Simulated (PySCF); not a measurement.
Can point charges reproduce the dipole moment of `[SiH3]OCC1=NOC=N1`?

Coordinates (GFN2-xTB, Å) and charges (e) from the PBE0/pcSseg-1 density (PySCF):

```
atom       x       y       z  Mulliken      IAO  Hirshfeld  ESP-fitted
 Si1  -1.662   1.387  -0.389   +0.7233  +0.8630    +0.3584     +0.5459
  O2  -1.712  -0.240  -0.347   -0.6348  -0.6311    -0.2209     -0.2805
  C3  -0.730  -1.172  -0.649   +0.2642  -0.0593    +0.0139     -0.3728
  C4   0.585  -0.852  -0.034   +0.0914  +0.1848    +0.0894     +0.8121
  N5   1.238   0.328  -0.252   -0.4441  -0.3355    -0.1698     -0.6760
  C6   2.308   0.196   0.459   +0.3501  +0.1792    +0.1141     +0.4656
  O7   2.370  -0.970   1.092   -0.2633  -0.1417    -0.0208     -0.1216
  N8   1.238  -1.645   0.765   -0.1275  -0.1393    -0.1107     -0.4428
  H9  -1.152   1.880  -1.668   -0.1210  -0.1505    -0.0839     -0.1076
 H10  -3.086   1.613  -0.195   -0.1177  -0.1374    -0.0825     -0.1338
 H11  -0.853   1.943   0.697   -0.1229  -0.1506    -0.0907     -0.1043
 H12  -0.591  -1.222  -1.739   +0.1304  +0.1493    +0.0506     +0.1662
 H13  -1.059  -2.151  -0.284   +0.1367  +0.1721    +0.0587     +0.1592
 H14   3.104   0.904   0.573   +0.1353  +0.1970    +0.0944     +0.0904
```

Question: What dipole does each set of charges give (1 e·Å = 4.803 D), and what does the density give?

Answer: The full density gives (1.69, 1.02, -0.68) D, 2.09 D in size; dipole vectors point from the negative to the positive end.

```tsv
scheme	μx	μy	μz	size (D)	share of the full size (%)	angle to the full dipole (°)
Mulliken	0.13	0.81	-1.91	2.08	99	57
IAO	1.70	1.83	-0.97	2.68	128	15
Hirshfeld	1.54	0.27	-0.22	1.58	76	23
ESP-fitted	1.73	0.96	-0.66	2.09	100	2
```

Question: Which set comes closest?

Answer: Length of the difference vector: ESP-fitted 0.07 D, IAO 0.86 D, Hirshfeld 0.89 D, Mulliken 2.00 D. Closest: ESP-fitted. ESP charges are fitted to the potential around the molecule, whose slowest-falling term is the dipole's. 

Question: What is left for the Hirshfeld atoms' own dipoles?

Answer: The shares of the density sum to the whole, so what Σ q r misses lies in dipoles about the nuclei. The atomic dipoles sum to (1.69, 1.02, -0.68) − (1.54, 0.27, -0.22) = (0.15, 0.75, -0.46) D, 0.89 D in size.

Question: With the origin at the mean of the coordinates, (0.000, 0.000, -0.141) Å, which are the largest single terms, by size, of the IAO dipole along the direction of the full one?

Answer: O2 +4.36, H14 +2.58, Si1 -2.43, N5 -1.93, H13 -1.54 D; all 14 atoms together +2.59 D. The single terms depend on the origin, their sum doesn't.

Question: Give the size of the full dipole in other units.

Answer: 2.09 D = 0.823 au = 0.435 e·Å = 6.98 × 10⁻³⁰ C·m.

The structure is a single GFN2-xTB conformer in the gas phase; no vibrational or solvent corrections.

These values come from a run that also computed NMR shieldings. Hardware: Intel Xeon at 2.50 GHz, one thread, shared host. Cost: 93 s wall, 82 s CPU (grids of density and orbitals included), 0.77 GiB resident at most.

Conformer computed: `[SiH3:1][O:2][CH2:3][c:4]1[n:5][cH:6][o:7][n:8]1`: Si1–O2–C3–C4 47°, O2–C3–C4–N5 -57°.
